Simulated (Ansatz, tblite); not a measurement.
Cost and result up the ladder for the cluster Ge₂F₅⁻ (the lowest singlet isomer of a short search) (7 atoms). Charge -1, multiplicity 1. Geometry: PBE0-D4/def2-SVPD.

| atom | x (Å) | y (Å) | z (Å) |
| --- | --- | --- | --- |
| Ge1 | 1.930 | -0.556 | -0.582 |
| Ge2 | -1.464 | 0.591 | 0.419 |
| F3 | 0.070 | -0.653 | 0.039 |
| F4 | 1.473 | 0.453 | -2.012 |
| F5 | -2.609 | -0.532 | -0.420 |
| F6 | -1.691 | -0.147 | 2.055 |
| F7 | 2.291 | 0.845 | 0.502 |

Ansatz on 4 threads of Arm Neoverse V1 on a shared host; xTB runs through tblite on one thread. Times are rough, summed over both states, and most runs start from the orbitals of an earlier one. PBE0-D4/def2-TZVPD serves as the yardstick here, not as an exact answer. The other state is a doublet.

The xTB rows come from tblite. The structure comes from a short search, and lower isomers may exist.

Raw xTB energies of ions are shifted by several eV.

```csv
level,functions,wall time,vertical IE (eV),difference from PBE0-D4/def2-TZVPD (eV)
GFN1-xTB,38,0.013 s,8.71,3.49
GFN2-xTB,38,0.015 s,10.01,4.79
PBE-D4/def2-TZVPD,308,15 s,4.80,-0.42
PBE0-D4/def2-TZVPD,308,32 s,5.22,0.00
BHLYP-D4/def2-TZVPD,308,38 s,5.61,0.39
```
